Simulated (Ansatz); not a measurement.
`NC[S][AlH2]`. Total charge 0; spin multiplicity 1.

Cartesian coordinates in Å:
```
N -1.2493 1.1762 -0.7179
C -0.9701 -0.1250 -0.1701
S 0.4096 -0.9134 -1.0831
Al 1.9819 -0.8794 0.4093
H -0.5107 1.8323 -0.4987
H -2.1202 1.5409 -0.3517
H -1.8393 -0.7656 -0.3278
H -0.7253 -0.1445 0.8995
H 3.3840 -1.5012 0.0298
H 1.6392 -0.2203 1.8108
```

Question: List the harmonic frequencies (cm⁻¹, unscaled) at PBE0-D4/def2-TZVP in Ansatz. (Estimate.)

Answer: The calculation gave: 46, 170, 206, 240, 370, 478, 524, 574, 674, 759, 796, 937, 1101, 1146, 1295, 1363, 1493, 1646, 1920, 1952, 3007, 3109, 3524, 3616.

Question: Is this a minimum?

Answer: Yes, all 24 modes are real.

Question: Give the ideal-gas thermochemistry at 298.15 K and 1 bar (rigid rotor, harmonic oscillator; point group C1, symmetry number 1).

Answer: Zero-point energy 185.1 kJ/mol; H(298) − E = 205.2 kJ/mol; entropy 339.4 J/(mol·K), of which translation 165.1, rotation 110.2, vibration 64.0; G(298) − E = 104.0 kJ/mol. Modes under 100 cm⁻¹ are hindered rotations or soft bends, so the harmonic entropy is rough.

Question: And at 400, 500, 600, 800 and 1000 K?

Answer: 
```
T (K)  H − E (kJ/mol)  S (J/mol/K)  G − E (kJ/mol)
  400           216.5        371.8            67.8
  500           229.3        400.2            29.1
  600           243.4        426.0           -12.2
  800           274.9        471.2          -102.0
 1000           309.8        510.0          -200.2
```
